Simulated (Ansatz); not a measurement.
```yaml
crystal:
  periodic: [false, false, false]
  atoms:
    - {symbol: C, position_ang: [-1.338437, 0.133574, 1.646772]}
    - {symbol: O, position_ang: [-0.982097, -0.526146, 0.761277]}
    - {symbol: Ga, position_ang: [0.138938, -0.411147, -0.947778]}
    - {symbol: N, position_ang: [1.057139, 0.914044, -0.625610]}
    - {symbol: N, position_ang: [0.830241, -1.808070, -1.747695]}
    - {symbol: H, position_ang: [-0.470839, 0.683252, 2.442013]}
    - {symbol: H, position_ang: [-0.770839, 0.383252, 2.142013]}
    - {symbol: H, position_ang: [-1.504851, 1.488866, 1.205456]}
    - {symbol: H, position_ang: [2.354583, 1.239581, -0.881220]}
    - {symbol: H, position_ang: [1.353446, 1.771297, 0.342406]}
    - {symbol: H, position_ang: [1.176037, -1.429604, -2.520544]}
    - {symbol: H, position_ang: [-0.077604, -2.524287, -1.959099]}
basis:
  gaussian: {orbitals: cc-pVDZ}
hamiltonian: {xc: {name: PBE0}, dispersion: d4}
output: {forces: true}
```

```sh
$ ansatz run in.yaml --threads 4 --pin off --events-out ev --progress --plain --max-ram 10444MiB
```

Shortened log:

```
Functional definition: PBE0
1166 factors; integrals over basis functions are off by at most 1.2e-3 eV
mean field evaluation 1: about -58505.5156 eV, gradient 8.8e1 eV
mean field evaluation 2: about -58468.0864 eV, gradient 1.4e2 eV
mean field evaluation 4: about -58522.2426 eV, gradient 1.8e1 eV
mean field evaluation 8: about -58522.9847 eV, gradient 4.2e-1 eV
mean field evaluation 16: about -58523.2442 eV, gradient 7.6e-4 eV
mean field -58523.24423227 eV, -2150.6895570564 hartree, gradient 1.3e-5 eV, S^2 0.000000; 0 other end points of the search recorded, 0 dependent functions left out
reference -58523.24426343 eV, -2150.6895582015 hartree; 33, 33 occupied and 85, 85 virtual orbitals, 1166 factors
Total energy: -58523.46165251 eV, -2150.6975471026 hartree
Atom 0 at    -1.338437     0.133574     1.646772 Å, force   -27.631214    -0.075129   -14.957918 eV/Å
Atom 1 at    -0.982097    -0.526146     0.761277 Å, force     3.945117    -7.793921    -9.366065 eV/Å
Atom 2 at     0.138938    -0.411147    -0.947778 Å, force    -3.958698    -2.213380     2.638539 eV/Å
Atom 3 at     1.057139     0.914044    -0.625610 Å, force    10.700401    10.718743     4.219138 eV/Å
Atom 4 at     0.830241    -1.808070    -1.747695 Å, force    -5.160471    -6.243710     3.239441 eV/Å
Atom 5 at    -0.470839     0.683252     2.442013 Å, force    15.140167    14.386943    12.182022 eV/Å
Atom 6 at    -0.770839     0.383252     2.142013 Å, force     8.892132    -4.594968     9.432414 eV/Å
Atom 7 at    -1.504851     1.488866     1.205456 Å, force    -0.171266    -2.328816     1.405819 eV/Å
Atom 8 at     2.354583     1.239581    -0.881220 Å, force    -4.894058    -1.937677     0.001211 eV/Å
Atom 9 at     1.353446     1.771297     0.342406 Å, force    -2.564308    -3.699452    -3.538880 eV/Å
Atom 10 at     1.176037    -1.429604    -2.520544 Å, force     2.080664     1.388062    -5.382474 eV/Å
Atom 11 at    -0.077604    -2.524287    -1.959099 Å, force     3.621533     2.393305     0.126754 eV/Å
Dipole moment:     0.651870     0.014878    -0.574168 e Å
```

Problem. What is wrong with this run?

Solution. One atom was put on top of another. The run converged. The result belongs to that input, not to the molecule as meant.
